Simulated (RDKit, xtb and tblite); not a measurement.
Relaxed torsion scan: C₁₀H₉NS, SMILES c1ccsc1Cc1cccnc1. Scanned: dihedral C4–C5–C6–C7 and dihedral C5–C6–C7–S11; all other coordinates were relaxed at GFN2-xTB. Points at φ and −φ are mirror images. Heavy atoms are numbered in the order of the SMILES c1cncc(Cc2cccs2)c1, hydrogens after them in the order of the atoms that carry them; the mirror image has the same energies with the sign of each dihedral reversed.

GFN2-xTB (xtb and tblite); MMFF94 // GFN2-xTB (RDKit); UFF // GFN2-xTB (RDKit).

Energies in kcal/mol at chosen points (x: dihedral C4–C5–C6–C7 (°); y: dihedral C5–C6–C7–S11 (°)), relative to x = -90, y = 90:

| method | (180, 0) | (0, 0) | (30, 180) | (30, -120) | (60, 0) | (180, 30) | (0, -120) |
|---|---|---|---|---|---|---|---|
| GFN2-xTB | 5.7 | 6.2 | 4.0 | 0.7 | 1.5 | 4.2 | 1.5 |
| MMFF94 | 15.2 | 15.5 | 6.5 | 0.9 | 7.3 | 11.6 | 2.4 |
| UFF | 18.2 | 17.6 | 11.7 | 2.5 | 4.6 | 13.3 | 4.7 |
